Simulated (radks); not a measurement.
Yb+, configuration [Xe] 4f14 5d1 (not the ground configuration).

Method: scalar-relativistic Kohn-Sham, PBE, spin-polarised, spherical densities, finite nucleus; open shells are filled with parallel spins first (spin-orbit coupling, left out, can overturn this in heavy ions); Fermi nuclear charge, rms radius 5.3108 fm; computed with a radial shooting solver on a logarithmic mesh with Libxc functionals.

Energy parts (eV):
| part | energy |
|---|---|
| total | -382532.21 |
| kinetic | 416760.98 |
| electron-nucleus | -941195.29 |
| Hartree | 149866.29 |
| exchange-correlation | -7964.19 |

Orbitals (lengths in bohr, moments of r in powers of bohr; r(90%) holds 90 % of the orbital's charge):
orbital  occ.  eigenvalue (eV)  r(90%)   <1/r>
1s up       1        -61232.54  0.0357   80.62
1s down     1        -61232.54  0.0357   80.62
2s up       1        -10379.24   0.129   18.80
2s down     1        -10379.22   0.129   18.80
2p up       3        -9149.674   0.121   17.26
2p down     3        -9149.663   0.121   17.26
3s up       1        -2343.590   0.318   6.945
3s down     1        -2343.604   0.318   6.945
3p up       3        -1972.800   0.323   6.466
3p down     3        -1972.814   0.323   6.466
3d up       5        -1520.999   0.305   6.123
3d down     5        -1521.003   0.305   6.123
4s up       1        -465.2881   0.701   2.935
4s down     1        -465.3081   0.701   2.935
4p up       3        -343.5565   0.754   2.678
4p down     3        -343.5770   0.754   2.678
4d up       5        -183.2267   0.842   2.367
4d down     5        -183.2444   0.842   2.367
4f up       7          -8.3305    1.40   1.726
4f down     7          -8.2720    1.38   1.733
5s up       1         -60.2616    1.76   1.094
5s down     1         -60.0443    1.75   1.097
5p up       3         -32.9350    2.16  0.8949
5p down     3         -32.5697    2.15  0.8993
5d up       1          -5.8717    4.93  0.4465
5d down     0          -5.1681    4.79  0.4556

The highest occupied level is 5d up at -5.872 eV. Summed over all electrons, <r^2> = 48.03 bohr^2, which gives a Langevin (diamagnetic) susceptibility term of -38 x 10^-6 cm^3/mol. Spin moment in Bohr magnetons: 1. The density falls to 0.001 e/bohr^3 at r = 3.98 bohr. The electron density at the nucleus is 1.085e+06 e/bohr^3 (large components only).
